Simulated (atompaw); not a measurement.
**gold (Au): one change to a PAW (atompaw) potential, before and after**

```
Element                 : gold (Au)
Generator               : atompaw 4.2.0.5
Type                    : PAW
Functional              : PBE
Relativity              : scalar-relativistic
Frozen core             : [Kr] 4d10 4f14 5s2
Valence charge          : 17
Reference configuration : 5p6 5d10 6s1 6p0
Partial waves           : 6s (bound): rc 2.80 bohr; 6s channel at 0.35 Ry: rc 2.80 bohr; 5p (bound): rc 1.35 bohr; 6p (bound, empty): rc 1.45 bohr; 5d (bound): rc 2.80 bohr; 5d channel at 3.45 Ry: rc 2.80 bohr
Local potential         : bessel scheme, radius 2.70 bohr
Core correction         : smooth core density matched at 2.15 bohr
Augmentation charge     : sinc compensation charge, radius 2.70 bohr; PAW radius 2.80 bohr; waves and projectors: custom polynom vanderbiltortho
```

Change: all radii scaled by about 1.22 (s 3.42, p 1.64, d 3.42 bohr); local potential bessel scheme, radius 3.30 bohr; augmentation sinc compensation charge, radius 3.30 bohr; PAW radius 3.42 bohr; waves and projectors: custom polynom vanderbiltortho; core correction smooth core density matched at 2.62 bohr.

Cutoffs: the cutoffs (Ry, on a coarse ladder) from which the occupation-weighted sum of valence levels, in a spherical-Bessel basis at the reference potential, stays within 10 and 1 mRy of its value at 400 Ry; they do not see the model core or the augmentation charge, which bear on the density cutoff.

Problem. What does the change do?

Solution. The potential gets neither clearly harder nor softer (40 Ry and 70 Ry → 45 Ry and 55 Ry); the p channel sets the loose cutoff, while the largest relative change is in d, which becomes softer; neither file shows a bound ghost.

```tsv
quantity	base	changed
cutoff, loose	40 Ry	45 Ry
cutoff, tight	70 Ry	55 Ry
loose cutoff by channel (10 mRy a level)	s 6 Ry, p 30 Ry, d 10 Ry	s 6 Ry, p 25 Ry, d 8 Ry
bound ghosts	none	none
lowest overlap eigenvalue by channel	s 0.18, p 0.84, d 0.83	s 0.22, p 0.96, d 0.72
```

 The cutoffs see the waves, projectors and local potential, not the compensation charge or the core.
